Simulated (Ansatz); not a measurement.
CH₄Cl₂InN (`C[NH][In]([Cl])[Cl]`). Total charge 0; spin multiplicity 1. Correlated methods include outer-core shells of In, which these sets cover unevenly. In: def2 effective core potential.

Cartesian coordinates in Å:
```
C 1.241 -0.588 0.332
N 0.299 0.512 0.370
In -1.478 0.519 -0.519
Cl -1.937 -1.062 -2.140
Cl -3.045 2.167 -0.131
H 2.268 -0.215 0.259
H 1.061 -1.207 -0.550
H 1.180 -1.243 1.210
H 0.411 1.116 1.170
```

Give the diagnostics of a CCSD(T)/def2-TZVPP run (frozen core, the Gaussian-basis code of Ansatz). (An estimate is asked.)

Ansatz gave: T1 = 0.0135, largest single amplitude 0.034, largest double 0.021, (T) share of the correlation energy 3.8 %, 10 CCSD cycles. The RHF solution is stable towards an unrestricted one. T1 lies under the customary mark of 0.02 for closed shells.
